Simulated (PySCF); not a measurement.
## TDDFT excited states: C2H2GeN2

Ge(CN)2H2, C₂H₂GeN₂.
SMILES: `N#[C][GeH2][C]#N`

Theory: PySCF 2.14.0, density-fitted response routines, TDDFT CAM-B3LYP/def2-SVPD, vertical, gas phase, core orbitals frozen in the response. Isolated species at its PBE0-D3(BJ)/def2-SVP geometry, gas phase. Relativistic effects, spin–orbit coupling among them, are left out although an element past zinc is present.

What does the calculation give for the low-lying excited states?

```
state  E (eV)  E (hartree)       f     main configurations (H = HOMO, L = LUMO)
   S1    7.03       0.2583  0.0012      H→L (44%), H-3→L+2 (17%), H-2→L+1 (12%)
   S2    7.05       0.2590  0.0000      H-3→L (34%), H→L+2 (22%), H-1→L+1 (20%)
   S3    7.37       0.2707  0.0000    H-1→L+1 (47%), H-3→L (15%), H-2→L+4 (13%)
   S4    7.39       0.2714  0.0049      H→L+1 (31%), H-2→L (22%), H-1→L+2 (11%)
   S5    7.39       0.2715  0.0027      H-1→L (28%), H-3→L+1 (26%), H→L+4 (12%)
   S6    7.47       0.2743  0.0019      H-2→L+1 (43%), H-1→L+4 (23%), H→L (12%)
   S7    8.14       0.2990  0.0026      H-4→L (40%), H-2→L+2 (22%), H-1→L (12%)
   S8    8.26       0.3037  0.0017      H-5→L (35%), H-2→L (18%), H-4→L+2 (18%)
   S9    8.32       0.3057  0.0000  H-4→L+1 (58%), H-2→L+4 (14%), H-5→L+4 (12%)
  S10    8.39       0.3083  0.0082  H-5→L+1 (45%), H-4→L+4 (18%), H-2→L+1 (16%)
  S11    8.63       0.3170  0.0000                     H→L+2 (58%), H-3→L (26%)
  S12    8.80       0.3235   0.015                        H→L+3 (86%), H→L (8%)
  S13    8.88       0.3262  0.0043                     H-3→L+2 (53%), H→L (27%)
  S14    9.05       0.3327  0.0000    H-2→L+2 (40%), H-4→L (21%), H-5→L+2 (13%)
  S15    9.11       0.3347   0.085    H→L+1 (31%), H-1→L+2 (29%), H-2→L+3 (14%)
```

Triplets, Tamm–Dancoff:

```tsv
state	E (eV)	λ (nm)	main configurations (H = HOMO, L = LUMO)
T1	5.80	213.9	H→L+1 (25%), H-2→L (19%), H-3→L+4 (17%)
T2	5.82	212.9	H-1→L (28%), H-3→L+1 (21%), H→L+4 (14%)
T3	6.34	195.6	H→L (30%), H-2→L+1 (15%), H-3→L+2 (13%)
T4	6.34	195.5	H-3→L (24%), H-1→L+1 (22%), H→L+2 (15%)
```

The lowest singlet lies at 7.03 eV (176 nm, vacuum ultraviolet) and is very weak; its leading configuration is HOMO→LUMO (44%). The most intense listed level is S15 at 9.11 eV (136 nm, f = 0.085), 2.08 eV above S1. It is the last of those listed, so stronger ones may follow. S4/S5 lie within about 0.01 eV of each other. Löwdin shares by element: HOMO nitrogen 40%, carbon 33% (atoms not listed hold the other 28%); LUMO carbon 30%, germanium 29%, nitrogen 14% or more (atoms not listed hold the other 28%). The listed states span 2.08 eV, and the widest gap between neighbours is 0.67 eV (S6 to S7). Orbital energies (eV): HOMO-3 -12.04, HOMO-2 -11.96, HOMO-1 -11.84, HOMO -11.62, LUMO -0.25, LUMO+1 -0.20, LUMO+2 0.02. Weighted by f, the mean energy of these states is 8.84 eV. Singlets were solved by full linear response, triplets in the Tamm–Dancoff approximation.

On x86-64 server, one thread, no GPU, on a shared host, this took 12 s of wall time.
